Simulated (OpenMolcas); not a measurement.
**Cr2+: ligand-field states by method**

Cr2+ with 6 ligands (fluoride) in octahedral coordination (Oh) at 2.11 Å. A charge of +0.667 e stands 2.6 Å behind each ligand. Ligand basis ANO-RCC-VDZP.

```
Program             : OpenMolcas 26.06
Basis               : ANO-RCC-VDZP [5s4p2d1f]
Scalar Hamiltonian  : DKH2, point nucleus
Active space        : 4 electrons in 5 orbitals (3d)
State averaging     : 2S+1 = 5 even, 5 roots; 2S+1 = 3 even, 45 roots; 2S+1 = 1 even, 50 roots
Spin-orbit coupling : state interaction with AMFI integrals over the reference wave functions
```

I. CASSCF
II. SS-CASPT2, IPEA 0.25 Eh, imaginary shift 0.1 Eh (closed shells correlated: 3s 3p and the ligand valence shells)

Spin-free states (labels of O, the rotations of Oh) in cm-1, each column counted from its own energy of the first state listed:

```csv
State,Degeneracy,I,II
5E,2,0,0
5T2,3,7524,8140
3T1,3,14264,12340
3E,2,19885,17790
3T1,3,20730,17370
3T2,3,21383,18300
3A2,1,23155,19370
3A1,1,24014,20240
1T2,3,24095,20360
1E,2,24879,21660
3E,2,27155,23290
3T1,3,27194,25510
3T2,3,28403,26480
1A1,1,28857,23200
3T1,3,29641,27500
1A2,1,29647,26410
1T2,3,29905,25890
1T1,3,31322,26770
3T2,3,33917,31240
3E,2,35006,30300
```

From I to II, I's first state of the same spin (5T2) moves from 7524 to 8140 cm-1, by about +620 cm-1.

From I to II, I's first state of another spin (3T1) moves from 14264 to 12340 cm-1, by about -1900 cm-1.

I: A least-squares ligand-field fit to the states below 45000 cm-1, each weighted by its degeneracy and with a free common offset, gives 10Dq = 7885 cm-1, B = 1012 cm-1 and C = 3776 cm-1 (C/B = 3.73), with an rms deviation of 129 cm-1. The same method and metal basis give the free ion B = 1014 cm-1 (fit to its terms below 60000 cm-1, rms deviation 81 cm-1), so the nephelauxetic ratio is β = 1012 / 1014 = 1.00; it hangs on how both fits weigh the states, and computed free-ion B values tend to be too large, so β mixes covalency with correlation.

χT at 300 K: I 2.95, II 2.95 cm3 K/mol.

Roots that are degenerate in the reference are averaged as groups; the widest CASPT2 spread within a group is 140 cm-1 (the 2-fold group of multiplicity 1 near 29600 cm-1 above the lowest state of its run, II). Shifts and gaps below about the spread of the groups concerned are not significant. Over all roots computed the reference weight is 0.70 to 0.72 in II; a low but even weight reflects the number of correlated electrons. An orbital doublet at a regular site is open to a Jahn-Teller distortion, which this geometry leaves out. Ligand-to-metal charge-transfer states are missing. With no ligand orbital active B as a rule stays too high, so bands that hang on it stand too high and its fall with covalency is understated. Without dynamic correlation the repulsion within the d shell is too large (B by tens of per cent), so at a given field states of lower spin stand too high (holds for I). With metal d orbitals alone and no dynamic correlation the field as a rule comes out too small, by tens of per cent, by up to half for chloride and softer ligands (holds for I). These CASPT2 states fit no ligand-field parameters well, so their order and spin gaps are uncertain (holds for II). With one d shell and no ligand orbital active, 10Dq can be off by tens of per cent for divalent 3d ions, low with halides held by bare charges and at times high in hosts (holds for II). Free-ion shares, where given, are those of the reference states; single-state CASPT2 does not remix them (holds for II). No measured value stands beside these numbers; the geometry is a model, was not optimised and need not be the one that this ion takes.
